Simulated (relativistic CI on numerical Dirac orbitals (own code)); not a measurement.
Slater and spin-orbit integrals, V¹⁴⁺

These numbers are calculated, not measured: Dirac-Coulomb-Breit CI, separate exchange-only KLI orbitals for each configuration, a model potential for QED, unscaled Slater integrals (own radial code, finite nucleus).

Slater integrals F^k, G^k are unscaled and averaged over j, outside the closed core 1s2; ζ comes from projecting the Hamiltonian with its Breit term on Σ l·s of the shell.

- 2s²2p⁵: ζ(2p) = 38601 cm⁻¹; <r>(2p) = 0.2621, <r^2>(2p) = 0.08384 (bohr units).
- 2s²2p⁴3s: F^2(2p,2p) = 368720, ζ(2p) = 40265, G^1(2p,3s) = 34910 cm⁻¹; <r>(2p) = 0.2574, <r^2>(2p) = 0.08068, <r>(3s) = 0.7412, <r^2>(3s) = 0.6236 (bohr units).
- 2p⁶3p: ζ(3p) = 8966.2 cm⁻¹; <r>(3p) = 0.7304, <r^2>(3p) = 0.6137 (bohr units).

Averages of the first 10 configurations, taken without configuration mixing, which lowers the lowest level and can move excited configurations by several eV; other configurations of the list can lie among them:

```json
{"Configuration": "2s²2p⁵", "Parity": "odd", "States": "6", "Average energy above the lowest level (eV)": "2.7"}
{"Configuration": "2s2p⁶", "Parity": "even", "States": "2", "Average energy above the lowest level (eV)": "111.4"}
{"Configuration": "2p⁶3s", "Parity": "even", "States": "2", "Average energy above the lowest level (eV)": "782.8"}
{"Configuration": "2s²2p⁴3s", "Parity": "even", "States": "30", "Average energy above the lowest level (eV)": "568.6"}
{"Configuration": "2p⁶3p", "Parity": "odd", "States": "6", "Average energy above the lowest level (eV)": "808.3"}
{"Configuration": "2s²2p⁴3p", "Parity": "odd", "States": "90", "Average energy above the lowest level (eV)": "596.4"}
{"Configuration": "2p⁶3d", "Parity": "even", "States": "10", "Average energy above the lowest level (eV)": "842.0"}
{"Configuration": "2s²2p⁴3d", "Parity": "even", "States": "150", "Average energy above the lowest level (eV)": "630.5"}
{"Configuration": "2s2p⁵3s", "Parity": "odd", "States": "24", "Average energy above the lowest level (eV)": "667.8"}
{"Configuration": "2s2p⁵3p", "Parity": "even", "States": "72", "Average energy above the lowest level (eV)": "694.4"}
```
